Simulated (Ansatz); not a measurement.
Species: GeBr2, charge 0, multiplicity 1. 
Geometry from a B3LYP-D3(BJ)/def2-TZVP (Ansatz, a quantum-chemistry and plane-wave program) optimisation:
```
Ge
Br 1 2.3672
Br 1 2.3672 2 101.50
```

Basis-set convergence of Hartree-Fock and MP2 correlation energies (hartree) with Ansatz. Correlated levels leave the core frozen unless marked. No spin-orbit coupling. The frozen core is the preceding noble-gas configuration, with the filled d and f shells of earlier blocks. Non-relativistic.

| basis | functions | E(HF) | E(corr, MP2) |
|---|---|---|---|
| aug-cc-pVDZ | 108 | -7220.20625 | -0.31717 |
| aug-cc-pVTZ | 177 | … | … |

### Question
Some entries are withheld; supply them.

### Answer

- aug-cc-pVTZ, E(HF): -7220.42664
- aug-cc-pVTZ, E(corr, MP2): -0.41562
